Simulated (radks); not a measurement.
Results of a calculation; reference values are marked as such.
Valence configurations of Pr+ (all share [Xe]). Level of theory: Dirac Kohn-Sham, BLYP, spin-unpolarised, spherical densities, finite nucleus; open shells fill j = l - 1/2 first; Fermi nuclear charge, rms radius 4.8919 fm (a radial shooting solver on a logarithmic mesh with Libxc functionals). Energies are relative to 4f3 6s1; eigenvalues in eV.

| valence | E (eV) | e(4f5/2) | e(5d3/2) | e(6p1/2) | e(6s1/2) |
|---|---|---|---|---|---|
| 4f3 6s1 | 0.000 | -6.937 | - | - | -8.090 |
| 4f2.5 6s1 6p0.5 | 1.569 | -10.878 | - | -6.059 | -9.027 |
| 4f2.5 5d1 6p0.5 | 1.870 | -8.845 | -7.682 | -5.498 | - |
| 4f3.5 6p0.5 | 2.413 | -4.728 | - | -5.215 | - |
| 4f2 6s1 6p1 | 4.912 | -15.347 | - | -6.718 | -9.945 |
| 4f1 5d2 6s1 | 7.447 | -18.377 | -9.799 | - | -9.038 |
| 4f1 5d1 6s2 | 8.578 | -20.885 | -11.409 | - | -9.895 |
| 4f1 6s1 6p2 | 17.823 | -25.382 | - | -7.963 | -11.702 |
| 5d1 6s2 6p1 | 27.665 | - | -15.335 | -7.827 | -11.662 |
| 6s2 6p2 | 35.944 | - | - | -8.795 | -12.959 |

NIST lists [Xe] 4f3 6s1 as the ground configuration; this level of theory agrees among the configurations tried. The energies are those of spherical spin-averaged densities, not of single terms.
